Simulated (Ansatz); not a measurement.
`F[Si]1([GeH3])CO1` + H₂ → `F[SiH]1CO1` + GeH₄  (hydrogenolysis of the Si–Ge bond)

Computed with Ansatz on PBE0-D4/def2-TZVP structures; ΔE is electronic, products minus reactants. CCSD(T)/CBS is the MP2 limit (def2-TZVPP, def2-QZVPP) plus CCSD(T) − MP2 in def2-TZVPP, frozen cores. This one scheme is used for every species. DFT in def2-TZVPP. B3LYP here is the variant with VWN-RPA as its local correlation; programs differ in this. For Ge outer-core shells are correlated without core-valence functions, which leaves a few kJ/mol of doubt a bond. Scalar relativity is left out up to krypton.

**Question.** Is it downhill or uphill in electronic energy at CCSD(T)/CBS, and by how much? (Best estimate.)

**Answer.** Computed: Nearly level: ΔE = -1.7 kJ/mol.

**Question.** What do these levels give: r2SCAN-D4, PBE0-D4, ωB97X-V, ωB97M-V, PBE, B3LYP, HF/def2-TZVPP, MP2/def2-TZVPP, SCS-MP2/def2-TZVPP, MP2/def2-QZVPP, SCS-MP2/def2-QZVPP, CCSD/CBS(def2)? (Best estimate.)

**Answer.** Computed: r2SCAN-D4 2.5, PBE0-D4 3.1, ωB97X-V -5.7, ωB97M-V -5.5, PBE 4.0, B3LYP -11.2, HF/def2-TZVPP -34.9, MP2/def2-TZVPP -2.7, SCS-MP2/def2-TZVPP -10.0, MP2/def2-QZVPP -0.9, SCS-MP2/def2-QZVPP -8.6, CCSD/CBS(def2) -7.1 kJ/mol.

Largest T1 diagnostic among the species: 0.013.

The D4 term adds +10.1 kJ/mol with B3LYP and +5.7 kJ/mol with PBE0; it sums over pairs of atoms, weighted by their polarisabilities, and B3LYP, whose exchange is more repulsive, gets the larger term. From PBE to PBE0 (25 % exact exchange), in def2-TZVPP and without D4, ΔE moves by −6.6 kJ/mol.
